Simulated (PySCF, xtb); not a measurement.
C3H4F2Si, SMILES C#CC(F)([SiH3])F.

Harmonic wavenumbers (cm⁻¹) from GFN2-xTB run with xtb at its own minimum, in rising order: 92, 112, 155, 190, 254, 400, 433, 491, 543, 561, 596, 672, 684, 740, 746, 769, 947, 998, 1096, 2270, 2311, 2319, 2331, 3392.

What does PBE0-D3(BJ)/def2-SVP (PySCF 2.14.0) give at its own minimum? (Estimate from the structure and the level; the computed values follow.)

120, 150, 190, 210, 301, 431, 483, 553, 615, 646, 698, 714, 748, 895, 932, 935, 1082, 1116, 1184, 2249, 2255, 2271, 2273, 3485. Paired by order, the mean absolute difference is 75 cm⁻¹ and the zero-point energies are 33.0 and 35.1 kcal/mol.
